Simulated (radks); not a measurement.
Question: The mean radii <r> (bohr) of the occupied orbitals of an atom or ion are listed with their occupations. All-electron calculation, scalar-relativistic Kohn-Sham, r2SCAN, spin-unpolarised, spherical densities, finite nucleus; meta-GGA in the generalised Kohn-Sham scheme; Fermi nuclear charge, rms radius of each element as measured or else 0.836 A^(1/3) + 0.57 fm. Program: a radial shooting solver on a logarithmic mesh with Libxc functionals.

| orbital | occ. | <r> |
|---|---|---|
| 1s | 2 | 0.02972 |
| 2s | 2 | 0.1285 |
| 2p | 6 | 0.1122 |
| 3s | 2 | 0.3476 |
| 3p | 6 | 0.3464 |
| 3d | 10 | 0.3239 |
| 4s | 2 | 0.8321 |
| 4p | 6 | 0.8919 |
| 4d | 6 | 1.045 |
| 5s | 2 | 2.011 |
| 5p | 2 | 2.277 |

Name the element and its charge.

Answer: Z = 49, indium, charge +3: In3+ in [Kr] 4d6 5s2 5p2. The 1s radius gives Z: for a bare nucleus <r> = (2 gamma + 1)/(2Z) with gamma = sqrt(1 - (Z/c)^2), 0.02926 bohr for Z = 49, and screening makes it slightly larger (0.02972 here). The occupations add up to 46, and the charge is Z minus that.
